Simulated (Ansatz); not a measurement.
`[NH2][Zn][Br]` and `[ZnH][Br]` differ in one atom or group.

Ansatz, PBE0-D4/def2-TZVP geometries, multiplicity 1. Each molecule was computed in one conformer, which needn't be the lowest.

Scalar relativity is left out up to krypton. Spin–orbit coupling is left out; it splits and shifts lone-pair levels of the heavy atoms by tenths of an eV.

| property | `[NH2][Zn][Br]` |
| --- | --- |
| HOMO–LUMO gap (PBE0/def2-TZVPP) / eV | 6.37 |
| size of the dipole moment (PBE/def2-TZVPP) / D | 2.14 |
| HOMO–LUMO gap (PBE/def2-TZVPP) / eV | 4.16 |
| LUMO energy (PBE/def2-TZVPP) / eV | -1.84 |
| HOMO energy (PBE/def2-TZVPP) / eV | -6.01 |
| HOMO energy (ωB97M-V/def2-TZVPP) / eV | -9.71 |

(1) Give the same properties after the change, and the shifts. (An estimate is asked.)

## Answers

(1) Computed: 
```tsv
property	`[ZnH][Br]`	shift
HOMO–LUMO gap (PBE0/def2-TZVPP) / eV	7.68	1.31
size of the dipole moment (PBE/def2-TZVPP) / D	1.45	-0.69
HOMO–LUMO gap (PBE/def2-TZVPP) / eV	5.69	1.53
LUMO energy (PBE/def2-TZVPP) / eV	-1.43	0.41
HOMO energy (PBE/def2-TZVPP) / eV	-7.12	-1.11
HOMO energy (ωB97M-V/def2-TZVPP) / eV	-10.58	-0.87
```

With PBE0 the HOMO falls by 1.01 eV and the LUMO rises by 0.30 eV, so the gap widens by about 1.31 eV. PBE moves the HOMO by -1.11 eV and ωB97M-V by -0.87 eV. Dipoles are sizes alone; their direction can turn.
